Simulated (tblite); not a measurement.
A geometry optimisation, step by step.

Species: CH13BOSi5.
SMILES with atom numbers: `[SiH3:1][CH2:2][Si@@H:3]1[BH:4][SiH2:5][O:6][SiH2:7][SiH2:8]1` (hydrogens: H9, H10, H11 on Si1; H12, H13 on C2; H14 on Si3; H15 on B4; H16, H17 on Si5; H18, H19 on Si7; H20, H21 on Si8)

Computed with GFN2-xTB (tblite), gas phase: L-BFGS steps from a force-field or distance-geometry start until the largest atomic force falls under 0.01 eV/Å. 6 of its 138 geometries are shown.

Step 0: E = -618.0789 eV, largest atomic force 2.819 eV/Å
```
atom  x, y, z in Å  |  force x, y, z in eV/Å
Si1     3.131    0.222   -0.482    0.459   0.313  -0.257
C2      1.568   -0.804   -0.361    0.544  -0.810  -0.400
Si3     0.528   -0.220    1.078   -0.357  -1.041   1.117
B4     -0.966   -1.435    1.276    0.064  -0.123   0.748
Si5    -2.374   -1.426   -0.053   -0.828   0.251   0.488
O6     -3.163    0.114   -0.105    2.500  -0.266  -1.276
Si7    -2.076    1.238   -0.853   -1.723  -0.216   0.131
Si8    -0.409    1.745    0.563   -0.043   1.131   0.307
H9      3.970   -0.303   -1.565    0.049   0.033   0.003
H10     2.767    1.619   -0.772    0.104  -0.149   0.002
H11     3.861    0.158    0.785    0.018  -0.006  -0.046
H12     0.991   -0.738   -1.294    0.207  -0.247   0.287
H13     1.853   -1.865   -0.168   -0.279   0.645  -0.428
H14     1.323   -0.139    2.303    0.495   0.023   0.226
H15    -1.077   -2.088    2.263   -0.032   0.143  -0.344
H16    -3.369   -2.445    0.313   -0.407   0.286  -0.360
H17    -1.812   -1.769   -1.373   -0.282  -0.004  -0.161
H18    -1.524    0.678   -2.097   -0.254  -0.005  -0.024
H19    -2.811    2.470   -1.166   -0.345  -0.386  -0.067
H20     0.560    2.645   -0.069   -0.081   0.246   0.104
H21    -0.979    2.359    1.776    0.191   0.182  -0.052
```

Step 27: E = -619.1846 eV, largest atomic force 0.156 eV/Å
```
atom  x, y, z in Å  |  force x, y, z in eV/Å
Si1     3.207    0.226   -0.526    0.087   0.054   0.010
C2      1.612   -0.773   -0.294    0.104   0.033  -0.028
Si3     0.491   -0.289    1.202    0.067   0.021  -0.060
B4     -1.020   -1.512    1.379    0.055   0.030   0.052
Si5    -2.362   -1.607   -0.052    0.013  -0.045   0.021
O6     -2.721   -0.042   -0.397    0.001   0.031  -0.076
Si7    -2.086    1.358   -0.924    0.058   0.007  -0.040
Si8    -0.406    1.828    0.606   -0.082  -0.123  -0.051
H9      4.004   -0.345   -1.626   -0.063   0.043   0.061
H10     2.881    1.623   -0.838    0.022  -0.069  -0.015
H11     4.013    0.183    0.700   -0.029  -0.016  -0.048
H12     1.035   -0.705   -1.218   -0.083  -0.022   0.074
H13     1.891   -1.823   -0.194   -0.040  -0.016   0.006
H14     1.440   -0.216    2.349   -0.012   0.015  -0.035
H15    -1.203   -2.071    2.396   -0.051  -0.005   0.012
H16    -3.721   -2.110    0.191   -0.008  -0.047  -0.001
H17    -1.904   -2.217   -1.319   -0.039  -0.030  -0.003
H18    -1.524    1.069   -2.261   -0.091   0.097   0.067
H19    -3.297    2.177   -1.058    0.117  -0.009  -0.011
H20     0.592    2.772    0.070   -0.051   0.001   0.056
H21    -0.932    2.493    1.813    0.024   0.051   0.007
```

Step 55: E = -619.2228 eV, largest atomic force 0.060 eV/Å
```
atom  x, y, z in Å  |  force x, y, z in eV/Å
Si1     3.218    0.218   -0.550   -0.014   0.001  -0.004
C2      1.624   -0.772   -0.282    0.011  -0.013  -0.014
Si3     0.521   -0.305    1.227    0.010  -0.017  -0.034
B4     -1.031   -1.466    1.405   -0.029   0.009   0.007
Si5    -2.317   -1.660   -0.074    0.007  -0.005  -0.042
O6     -2.532   -0.157   -0.711   -0.015  -0.002   0.014
Si7    -2.060    1.372   -0.967    0.012  -0.014  -0.038
Si8    -0.443    1.778    0.628    0.035   0.025   0.042
H9      3.982   -0.357   -1.663    0.005  -0.012  -0.016
H10     2.900    1.610   -0.869   -0.012   0.026   0.000
H11     4.047    0.164    0.656    0.006  -0.003   0.015
H12     1.007   -0.701   -1.180    0.004  -0.006   0.005
H13     1.896   -1.825   -0.195   -0.011  -0.005   0.002
H14     1.479   -0.191    2.358   -0.011  -0.001  -0.003
H15    -1.333   -1.901    2.455    0.013   0.013   0.027
H16    -3.712   -2.023    0.235    0.001  -0.015  -0.008
H17    -1.929   -2.492   -1.234    0.003   0.011   0.034
H18    -1.571    1.395   -2.352   -0.009   0.016   0.004
H19    -3.302    2.146   -0.889   -0.005  -0.014  -0.012
H20     0.553    2.761    0.169    0.003   0.004   0.010
H21    -1.005    2.425    1.831   -0.005   0.000   0.011
```

Step 82: E = -619.2305 eV, largest atomic force 0.052 eV/Å
```
atom  x, y, z in Å  |  force x, y, z in eV/Å
Si1     3.186    0.208   -0.589   -0.020  -0.010   0.001
C2      1.612   -0.812   -0.308   -0.010   0.005   0.007
Si3     0.538   -0.330    1.216    0.020  -0.019  -0.005
B4     -1.073   -1.387    1.450    0.043  -0.023  -0.017
Si5    -2.287   -1.667   -0.077    0.011   0.017   0.000
O6     -2.500   -0.171   -0.735    0.005   0.008  -0.003
Si7    -2.029    1.362   -0.963   -0.007   0.017  -0.017
Si8    -0.447    1.765    0.670    0.008   0.000   0.004
H9      3.953   -0.321   -1.721   -0.001  -0.022  -0.019
H10     2.837    1.602   -0.872   -0.010   0.015  -0.001
H11     4.021    0.140    0.612    0.022   0.008   0.002
H12     0.983   -0.762   -1.199    0.001   0.015   0.009
H13     1.898   -1.861   -0.211   -0.002   0.018   0.008
H14     1.525   -0.208    2.320   -0.019  -0.008   0.010
H15    -1.436   -1.663    2.532   -0.028   0.007   0.021
H16    -3.687   -2.067    0.143    0.002  -0.021  -0.005
H17    -1.795   -2.497   -1.197   -0.018   0.013   0.008
H18    -1.513    1.417   -2.337    0.001  -0.006  -0.005
H19    -3.277    2.129   -0.899   -0.002  -0.015  -0.007
H20     0.530    2.793    0.279    0.013   0.002  -0.003
H21    -1.047    2.347    1.887   -0.006  -0.001   0.011
```

Step 110: E = -619.2344 eV, largest atomic force 0.015 eV/Å
```
atom  x, y, z in Å  |  force x, y, z in eV/Å
Si1     3.166    0.211   -0.624    0.001   0.006   0.001
C2      1.604   -0.809   -0.290   -0.003  -0.002   0.004
Si3     0.545   -0.346    1.248   -0.007  -0.004   0.002
B4     -1.092   -1.361    1.467    0.007   0.001   0.004
Si5    -2.263   -1.671   -0.087    0.004  -0.002   0.011
O6     -2.497   -0.168   -0.724    0.000   0.001  -0.002
Si7    -2.002    1.356   -0.963    0.004   0.001  -0.003
Si8    -0.450    1.750    0.702   -0.001   0.015  -0.001
H9      3.884   -0.329   -1.785   -0.006  -0.003   0.003
H10     2.804    1.604   -0.900   -0.004   0.001   0.000
H11     4.054    0.155    0.540   -0.003  -0.002  -0.006
H12     0.956   -0.760   -1.167   -0.006  -0.001   0.003
H13     1.894   -1.857   -0.201    0.009  -0.005   0.002
H14     1.525   -0.236    2.358    0.002   0.002  -0.006
H15    -1.515   -1.545    2.548   -0.004  -0.009   0.000
H16    -3.655   -2.118    0.091    0.000   0.000  -0.002
H17    -1.731   -2.467   -1.212    0.000  -0.002  -0.005
H18    -1.456    1.385   -2.327    0.002   0.008   0.013
H19    -3.249    2.126   -0.936    0.006  -0.001  -0.006
H20     0.541    2.778    0.345    0.002   0.003  -0.005
H21    -1.070    2.319    1.917   -0.002  -0.007  -0.005
```

Step 137: E = -619.2363 eV, largest atomic force 0.009 eV/Å
```
atom  x, y, z in Å  |  force x, y, z in eV/Å
Si1     3.105    0.215   -0.666   -0.002  -0.001  -0.001
C2      1.575   -0.825   -0.255    0.001  -0.001   0.004
Si3     0.535   -0.336    1.288   -0.006   0.000  -0.005
B4     -1.096   -1.366    1.488   -0.001  -0.004   0.003
Si5    -2.228   -1.663   -0.097   -0.004   0.002   0.005
O6     -2.439   -0.163   -0.748    0.002   0.002  -0.002
Si7    -1.947    1.364   -0.974   -0.004  -0.001  -0.008
Si8    -0.442    1.764    0.733    0.006  -0.002   0.005
H9      3.773   -0.328   -1.855    0.004   0.002  -0.004
H10     2.711    1.601   -0.935    0.000  -0.001  -0.002
H11     4.048    0.177    0.454   -0.003   0.004   0.001
H12     0.904   -0.821   -1.117    0.005   0.001   0.004
H13     1.893   -1.863   -0.137    0.002  -0.001  -0.002
H14     1.524   -0.230    2.392    0.001   0.000  -0.001
H15    -1.530   -1.589    2.558    0.002   0.003   0.000
H16    -3.627   -2.105    0.040    0.004   0.000  -0.002
H17    -1.663   -2.464   -1.203   -0.008  -0.003  -0.002
H18    -1.360    1.401   -2.320    0.001  -0.002   0.007
H19    -3.199    2.126   -0.987    0.005   0.001   0.000
H20     0.550    2.801    0.406   -0.002   0.000   0.002
H21    -1.097    2.318    1.936   -0.002   0.001  -0.002
```

**Question.** Summarise the path.

**Answer.** The energy falls by 26.69 kcal/mol from step 0 to step 137; nine tenths of that is first reached at step 15. It falls at every step. The largest force goes from 2.819 to 0.009 eV/Å. Among the bonds Si3–Si8 changes most, from 2.236 to 2.382 Å; the atoms move by 0.451 Å rms after alignment.

**Question.** Follow the three bonds and two angles with the largest change from start to end.

**Answer.** 
```
step  E above end (kcal/mol)  largest force (eV/Å)  Si3–Si8 (Å)  O6–Si7 (Å)  Si5–O6 (Å)  Si5–O6–Si7 (°)  B4–Si5–H16 (°)
   0                   26.69                 2.819        2.236       1.733       1.731           107.7           108.5
   6                    8.18                 0.614        2.371       1.639       1.666           130.6           118.5
  12                    3.28                 0.328        2.392       1.633       1.647           133.3           121.9
  18                    2.15                 0.151        2.362       1.627       1.642           136.6           124.2
  24                    1.49                 0.172        2.381       1.624       1.643           141.5           123.0
  30                    0.91                 0.204        2.365       1.626       1.649           145.6           121.4
  36                    0.57                 0.084        2.373       1.622       1.646           150.1           120.8
  42                    0.46                 0.046        2.370       1.624       1.647           150.4           119.9
  48                    0.38                 0.055        2.371       1.623       1.646           151.0           119.0
  54                    0.32                 0.040        2.372       1.621       1.646           152.1           119.0
  60                    0.26                 0.038        2.374       1.621       1.646           152.5           118.7
  66                    0.23                 0.051        2.374       1.621       1.646           152.8           119.3
  71                    0.21                 0.039        2.377       1.620       1.647           153.1           119.8
  77                    0.17                 0.027        2.377       1.621       1.648           152.1           120.4
  83                    0.13                 0.050        2.379       1.620       1.649           151.2           120.6
  89                    0.09                 0.033        2.383       1.621       1.650           150.4           121.0
  95                    0.06                 0.017        2.384       1.620       1.650           150.8           120.6
 101                    0.05                 0.018        2.383       1.620       1.649           150.7           120.8
 107                    0.05                 0.017        2.384       1.620       1.650           150.5           120.9
 113                    0.04                 0.019        2.383       1.620       1.650           150.6           121.3
 119                    0.03                 0.024        2.382       1.620       1.649           150.4           121.2
 125                    0.02                 0.034        2.383       1.621       1.650           151.0           121.2
 131                    0.00                 0.014        2.381       1.620       1.649           150.8           121.1
 137                    0.00                 0.009        2.382       1.620       1.649           150.9           121.1
```

The cost below is that of the whole relaxation. Time: 6.9 s. Hardware: an Intel Xeon at 2.50 GHz with one thread, shared host with 64 logical CPUs at a one-minute load of 58.
